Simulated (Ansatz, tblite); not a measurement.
Cost and result up the ladder for the cluster SiTe₄ (5 atoms). The state is a singlet with charge 0. Geometry: r2SCAN-D4/def2-SVP.

```xyz
5

Si    1.584    1.145    0.942
Te   -1.565    0.067   -1.616
Te    0.034   -0.408    2.105
Te    1.022    1.173   -1.476
Te   -1.075   -1.976    0.044
```

Ansatz on 4 threads of Arm Neoverse V1 on a shared host; xTB runs through tblite on one thread. Times are rough, summed over both states, and most runs start from the orbitals of an earlier one. PBE0-D4/def2-TZVP serves as the yardstick here, not as an exact answer. Differences are given only for rows in sets of like size (and for xTB, whose basis is part of the method), since another set adds its own error. The other state is a doublet.

In the def2 sets Te takes a core potential; there is no spin–orbit coupling. The xTB rows come from tblite. Correlated methods freeze 21 core orbitals; core or outer-core shells of Te are correlated, in sets that lack core-valence functions. The rows differ in basis, and correlated rows in double-zeta sets carry the largest basis error. In CCSD on the charge 1 doublet the largest single amplitude is 0.41, so its Hartree–Fock determinant may place the open shell otherwise than the density functionals do. The structure comes from a short search, and lower isomers may exist.

Correlated methods converge slowly with the basis, most of all in double-zeta sets.

Raw xTB energies of ions are shifted by several eV.

```tsv
level	functions	wall time
GFN1-xTB	45	0.013 s
GFN2-xTB	45	0.026 s
PBE-D4/def2-TZVP	237	12 s
r2SCAN-D4/def2-TZVP (with forces)	237	33 s
PBE0-D4/def2-TZVP	237	39 s
CCSD(T)/def2-SVP	122	3.4 min
```

(1) Estimate what each level gives for the vertical IE (eV).

Results:

(1) 
```
                            level  vertical IE (eV)  difference from PBE0-D4/def2-TZVP (eV)                                     remarks
                         GFN1-xTB             11.58                                    4.07                                           –
                         GFN2-xTB             11.38                                    3.87                                           –
                 PBE-D4/def2-TZVP              7.27                                   -0.24                                           –
r2SCAN-D4/def2-TZVP (with forces)              7.40                                   -0.11                                           –
                PBE0-D4/def2-TZVP              7.51                                    0.00                                           –
                 CCSD(T)/def2-SVP              7.34                                       –  spin-contaminated (⟨S²⟩ 0.83) (+1 doublet)
```
